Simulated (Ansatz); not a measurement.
Coupled-cluster diagnostics for Mg3O3⁺, Ansatz.

Geometry of the doublet (r2SCAN-D4/def2-SVP):

Cartesian coordinates in Å:
```
Mg -0.1722 -1.5085 -0.8054
Mg -1.4102 0.9266 -0.3236
Mg 1.3316 0.6446 0.1498
O 0.1256 0.3316 -1.3533
O -0.2793 0.4797 1.2994
O 0.4045 -0.8740 1.0332
```

Correlated methods freeze 6 core orbitals; core or outer-core shells of Mg are correlated, in sets that lack core-valence functions. The structure holds 1 bond(s) between oxygen atoms. Another isomer (doublet) lies 0.78 eV lower at PBE0-D4/def2-TZVP; other spin states weren't run for this one.

(1) Estimate the CCSD(T) correlation energy, the shares of MP2 and (T), T1 and the reference's ⟨S²⟩ for: charge 1, doublet, own geometry in def2-SVP; and the rough time on 4 threads of AMD EPYC 7B13 on a shared host.

## Answers

(1) 
```csv
state,basis,correlation (eV),MP2 share (%),(T) share (%),T1,⟨S²⟩ (pure),wall time
"charge 1, doublet, own geometry",def2-SVP,-18.549,96.0,3.3,0.021,0.77 (0.75),30 s
```
Customary marks for T1 are 0.02 (closed shells), 0.045 (open shells) and about 0.05 (3d metals). T1 exceeds 0.02 in 1 of 1 rows and 0.045 in 0; the higher it lies, the less the single-reference result can be trusted.
